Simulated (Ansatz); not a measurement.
Cartesian coordinates in Å:
```
C 0.671 -0.879 1.126
C 0.157 -0.205 0.088
Al 0.648 -0.832 -1.683
Ge -1.010 1.310 0.446
H 0.468 -0.623 2.168
H 1.331 -1.737 0.989
H 1.617 -2.089 -1.760
H 0.103 -0.118 -2.992
H -1.167 1.495 1.968
H -2.396 1.082 -0.185
H -0.424 2.597 -0.166
```

The species carries charge 0 and has multiplicity 1.

Task: List the r2SCAN/def2-TZVPP orbital energies in eV (Ansatz). (An estimate is asked.)

Result: The calculation gave: Occupied: -10833.96, -1516.91, -1349.07, -1199.12, -1199.12, -1199.11, -273.71, -273.03, -167.25, -116.95, -116.94, -116.92, -110.44, -70.81, -70.54, -70.53, -30.25, -30.23, -30.23, -30.17, -30.16, -19.95, -15.09, -13.36, -11.59, -10.26, -9.14, -8.83, -8.34, -7.51, -7.30, -6.68. Lowest empty: -2.39, -0.77, 0.29, 0.63, 1.02, 1.28, 1.41, 1.59.
